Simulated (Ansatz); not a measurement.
Reaction (formal exchange of groups at the Si–Si bond): `O[SiH](O)[SiH](F)F` + fluoromethane → `FC[SiH](F)F` + `O[SiH2]O`

Gas-phase electronic energies from Ansatz, PBE0-D4/def2-TZVP geometries. CCSD(T)/CBS adds triple-zeta CCSD(T) − MP2 to the extrapolated MP2 energy (def2 sets, frozen cores). This one scheme is used for every species. Functionals use def2-TZVPP. B3LYP here is the variant with VWN-RPA as its local correlation; programs differ in this. Each species was taken in one conformer, which may not be the lowest.

(1) Is it downhill or uphill in electronic energy at CCSD(T)/CBS, and by how much? (Estimate.)

(2) What do these levels give: PBE-D4, PBE0-D4, B3LYP-D4, ωB97X-V, B2PLYP, PBE, PBE0, B3LYP, MP2/def2-TZVPP, CCSD(T)/def2-TZVPP, MP2/def2-QZVPP, CCSD/CBS(def2)? (An estimate is asked.)

Largest T1 diagnostic among the species: 0.012.

Answers

(1) The calculation gave: Downhill: ΔE = -0.11 eV.

(2) The calculation gave: PBE-D4 0.01, PBE0-D4 -0.02, B3LYP-D4 -0.06, ωB97X-V -0.10, B2PLYP -0.13, PBE -0.02, PBE0 -0.05, B3LYP -0.10, MP2/def2-TZVPP -0.17, CCSD(T)/def2-TZVPP -0.14, MP2/def2-QZVPP -0.16, CCSD/CBS(def2) -0.12 eV.

The D4 term adds +0.04 eV with B3LYP and +0.03 eV with PBE0; it sums over pairs of atoms, weighted by their polarisabilities, and B3LYP, whose exchange is more repulsive, gets the larger term.
